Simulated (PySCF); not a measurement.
# Polarisability and C₆ of Tc²⁺ (technetium, charge +2)

[Kr] 4d5, high-spin 6S determinant. All numbers are calculated (PySCF 2.14, the spin-free X2C one-electron Hamiltonian (Gaussian nucleus), in aug-cc-pVTZ-DK (9s8p6d3f2g, 102 functions)). Coupled (time-dependent) response in atomic units; α is the mean over directions.

```csv
method,mean α (bohr³),C₆ (like pair),S(−4)
PBE0,8.813,47.26,25.21
```

S(−4) is the Cauchy moment in α(ω) = α(0) + S(−4) ω² + …

α(iu) at PBE0:

| u (hartree) | α(iu) (bohr³) |
| --- | --- |
| 0 | 8.813 |
| 0.0500 | 8.751 |
| 0.100 | 8.573 |
| 0.200 | 7.974 |
| 0.300 | 7.239 |
| 0.500 | 5.866 |
| 0.750 | 4.574 |
| 1.00 | 3.648 |
| 1.50 | 2.449 |
| 2.00 | 1.735 |
| 3.00 | 0.9794 |
| 5.00 | 0.4259 |

A single London oscillator, α(iu) = α/(1 + u²/ω²), gives C₆ = (3/4) ω α². Matching the computed C₆ needs ω = 4 × 47.26 / (3 × 8.813²) = 0.811 hartree.

For an ion, C₆ is the dispersion term alone; charge-induced terms of lower order in 1/R come first.
